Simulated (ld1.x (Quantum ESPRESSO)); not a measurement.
**Which change was made? (In, TM)**

In (Z = 49), norm-conserving Troullier–Martins (Kleinman–Bylander form), made with ld1.x (Quantum ESPRESSO) 7.5 (PBE, scalar-relativistic). Core [Ar] 3d10, reference 4s2 4p6 4d10 5s2 5p1. Waves: 4s (bound): rc 1.15 bohr; 4d (bound): rc 1.20 bohr; 4p (bound): rc 0.85 bohr. Local part: the p channel. Core correction: none.

Occupied shells without a wave of their own: 5p, 5s. They enter only through the test configuration that unscreens the potential.

Cutoffs, loose and tight: the cutoffs (Ry, on a coarse ladder) from which the occupation-weighted sum of valence levels, in a spherical-Bessel basis at the reference potential, stays within 10 and 1 mRy of its value at 400 Ry. They do not see the model core or the augmentation charge, which bear on the density cutoff. Test errors are all-electron minus pseudo excitation energies from the reference, over the configurations 4s2 4p6 4d10 5s2 5p0; 4s2 4p6 4d10 5s1 5p0; 4s2 4p6 4d10 5s0 5p0; 4s2 4p6 4d9 5s2 5p1; 4s2 4p6 4d9 5s2 5p2; 4s2 4p6 4d10 5s2 5p0.5; 4s2 4p6 4d9 5s0 5p0; variants that change the core or the reference have their own tests.

The base gives: outcome: generated, misses its reference levels by 0.32 eV; cutoff, loose: 200 Ry; cutoff, tight: 300 Ry; bound ghosts: none; largest test error (meV): -1649.

On the changes marked as counting shells twice: ld1.x takes every shell without a wave as core, so the model core holds the marked electrons as well and exchange and correlation see them twice. This cancels in the reference configuration, but the file is broken for other ones, and its errors say nothing about a proper core correction.

**Question.** After one change the result is: outcome: generated, misses its reference levels by 1.74 eV; cutoff, loose: 180 Ry; cutoff, tight: 300 Ry; bound ghosts: none; largest test error (meV): -7957. Which change was it?
A. wave 4s (bound): rc 1.15 bohr becomes 4s (bound): rc 1.60 bohr
B. core correction a·sin(br)/r model core inside 0.64 bohr (5p, 5s counted twice)
C. core [Kr], valence charge 13; reference 4d10 5s1.5 5p1.5; waves now 5s (bound): rc 2.20 bohr; 4d (bound): rc 1.55 bohr; 5p (bound): rc 2.70 bohr

**Answer.** A. The others give: core correction a·sin(br)/r model core inside 0.64 bohr (5p, 5s counted twice) → outcome: generated, misses its reference levels by 0.32 eV; cutoff, loose: 200 Ry; cutoff, tight: 300 Ry; bound ghosts: none; largest test error (meV): -2973 | core [Kr], valence charge 13; reference 4d10 5s1.5 5p1.5; waves now 5s (bound): rc 2.20 bohr; 4d (bound): rc 1.55 bohr; 5p (bound): rc 2.70 bohr → outcome: generated; cutoff, loose: 80 Ry; cutoff, tight: 140 Ry; bound ghosts: none; largest test error (meV): -216.
